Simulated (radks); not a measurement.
Values are calculated unless marked as measured or tabulated.
Problem. Species: Sm55+. Configuration: [He] 2s2 2p3. Level of theory: scalar-relativistic Kohn-Sham, r2SCAN, spin-polarised, spherical densities, finite nucleus; open shells are filled with parallel spins first (spin-orbit coupling, left out, can overturn this in heavy ions); meta-GGA in the generalised Kohn-Sham scheme; Fermi nuclear charge, rms radius 5.0819 fm (a radial shooting solver on a logarithmic mesh with Libxc functionals). Some entries of the table are withheld. Estimate them.

| orbital | occ. | eigenvalue (eV) | <1/r> (bohr^-1) | <r^2> (bohr^2) |
|---|---|---|---|---|
| 1s up | 1 | -51886.16 | 68.90 | 0.0007017 |
| 1s down | 1 | -51823.29 | 68.98 | 0.0006995 |
| 2s up | 1 | -12185.04 | 16.59 | 0.01029 |
| 2s down | 1 | -12089.09 | 16.49 | 0.01037 |
| 2p up | 3 | -11463.67 | 15.52 | 0.008085 |
| 2p down | 0 | -11343.27 | 15.45 | 0.008175 |
| 3s up | 0 | (1) | 6.970 | 0.05511 |
| 3s down | 0 | (2) | 7.029 | 0.05467 |
| 3p up | 0 | -4884.882 | 6.658 | 0.05168 |
| 3p down | 0 | -4826.441 | 6.715 | 0.05127 |

Solution. 
(1) 3s up eigenvalue (eV): -5099.898
(2) 3s down eigenvalue (eV): -5044.145
